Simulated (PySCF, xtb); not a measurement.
silacyclobutane cation (C3H8Si), SMILES C1CC[SiH2]1 (connectivity only; charge and spin as stated), charge +1, multiplicity 2.

Harmonic wavenumbers (cm⁻¹) from GFN2-xTB in xtb at its own minimum, in rising order: 85, 265, 268, 448, 461, 555, 572, 652, 712, 724, 871, 936, 959, 1036, 1077, 1127, 1154, 1166, 1247, 1337, 1353, 1474, 2343, 2351, 2987, 2998, 3022, 3024, 3059, 3062.

### Question
What does PBE-D3(BJ)/def2-SVP (PySCF 2.14.0) give at its own minimum? (An estimate is asked for; the answer gives what the named calculation found.)

### Answer
96, 174, 422, 453, 470, 525, 573, 592, 694, 835, 860, 903, 917, 966, 983, 1040, 1153, 1177, 1208, 1288, 1315, 1424, 2228, 2269, 2962, 2971, 3056, 3084, 3087, 3128. Paired by order, the mean absolute difference is 48 cm⁻¹ and the zero-point energies are 59.1 and 58.4 kcal/mol.
